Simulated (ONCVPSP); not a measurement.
# arsenic, ONCV: configuration errors across variants

* Element: arsenic (As)
* Generator: ONCVPSP 4.0.1
* Type: optimised norm-conserving Vanderbilt (ONCV)
* Functional: PBE
* Relativity: scalar-relativistic
* Frozen core: [Ar]
* Valence charge: 15
* Reference configuration: 3d10 4s2 4p3
* Partial waves: 4s: rc 1.55 bohr, ncon 3, nbas 6, qcut 3.7 1/bohr, 2 projectors, debl 1.2 Ha; 4p: rc 1.85 bohr, ncon 3, nbas 6, qcut 3.9 1/bohr, 2 projectors, debl 3.1 Ha; 3d: rc 0.95 bohr, ncon 3, nbas 7, qcut 15.4 1/bohr, 2 projectors, debl 1.6 Ha
* Local potential: polynomial inside 0.95 bohr (lpopt 5, dvloc0 6 Ha)
* Core correction: Teter function, fcfact 5.5, rcfact 1.75

All-electron excitation energies from the reference (eV): (1) 3d10 4s2 4p2 9.149; (2) 3d10 4s2 4p1 27.068; (3) 3d10 4s2 4p0 54.771; (4) 3d10 4s1 4p0 105.419.

1 further variants failed, have other tests or too few solved ones, and are left out.

Errors AE − PS in meV (a dash: test not solved or not reliable):

| change | (1) | (2) | (3) | (4) | bound ghosts | GHOST(+) flags above zero |
| --- | --- | --- | --- | --- | --- | --- |
| base | -0.9 | -4.5 | -7.9 | +35 | none | s |
| s: qcut 2.5; p: qcut 2.7; d: qcut 10.5 | -1.0 | -6.3 | -18 | -18 | none | s |
| s: qcut 2.9; p: qcut 3; d: qcut 11.9 | -0.9 | -5.7 | -15 | +1.5 | none | s |
| s: qcut 3.6; p: qcut 3.8; d: qcut 15 | -0.9 | -4.6 | -8.7 | +32 | none | s |
| s: qcut 4; p: qcut 4.2; d: qcut 16.6 | -1.0 | -4.1 | -5.2 | +44 | none | s |
| s: qcut 4.4; p: qcut 4.6; d: qcut 18.4 | -1.1 | -3.7 | -2.4 | +54 | none | s |
| s: qcut 5; p: qcut 5.2; d: qcut 20.6 | -1.2 | -3.3 | +1.0 | +65 | none | s |

(1) Give the same row for: s: qcut 3.2; p: qcut 3.4; d: qcut 13.3.

Answers

(1) -0.9, -5.2, -12, +16; bound ghosts: none; GHOST(+) flags above zero: s.
